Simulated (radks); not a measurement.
Results of a calculation; reference values are marked as such.
Q: Ionisation of Ce+, [Xe] 4f1 5d2, to Ce2+, [Xe] 4f2, under several functionals. Scalar-relativistic Kohn-Sham, spin-polarised, spherical densities, finite nucleus; open shells are filled with parallel spins first (spin-orbit coupling, left out, can overturn this in heavy ions); a radial shooting solver on a logarithmic mesh with Libxc functionals. Known Delta-SCF values: PW91 9.835 eV; HCTH/407 8.969 eV. What does SCAN give, and what is its highest occupied eigenvalue?

A: 9.800 eV by Delta-SCF; the 5d eigenvalue is -7.621 eV. NIST: 10.96 eV (semi-empirical).
